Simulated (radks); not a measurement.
Species: N I. Configuration: [He] 2s2 2p2 3p1 (not the ground configuration). Method: scalar-relativistic Kohn-Sham, exchange-only r2SCAN, spin-unpolarised, spherical densities, finite nucleus; meta-GGA in the generalised Kohn-Sham scheme; Fermi nuclear charge, rms radius 2.5582 fm; computed with a radial shooting solver on a logarithmic mesh with Libxc functionals.

Unscreened Slater integrals over Kohn-Sham orbitals (cm^-1).

F0(3p,3p): 26037
F2(3p,3p): 13329
F0(3p,2p): 35044
F2(3p,2p): 3500.4
G0(3p,2p): 1209.4
G2(3p,2p): 1114.2
F0(3p,2s): 35056
G1(3p,2s): 1076.7
F0(3p,1s): 36546
G1(3p,1s): 589.97
F0(2p,2p): 156140
F2(2p,2p): 71059
F0(2p,2s): 157440
G1(2p,2s): 96664
F0(2p,1s): 222990
G1(2p,1s): 23215
F0(2s,2s): 159740
F0(2s,1s): 225720
G0(2s,1s): 16610
F0(1s,1s): 903750

Derived for the open shells (J is the average intra-shell exchange parameter used in DFT+U). 2p: J = F2/5 = 14210 cm^-1; in LS coupling 1D lies 6 F2/25 = 17050 cm^-1 above 3P. 3p: J = F2/5 = 2666 cm^-1.
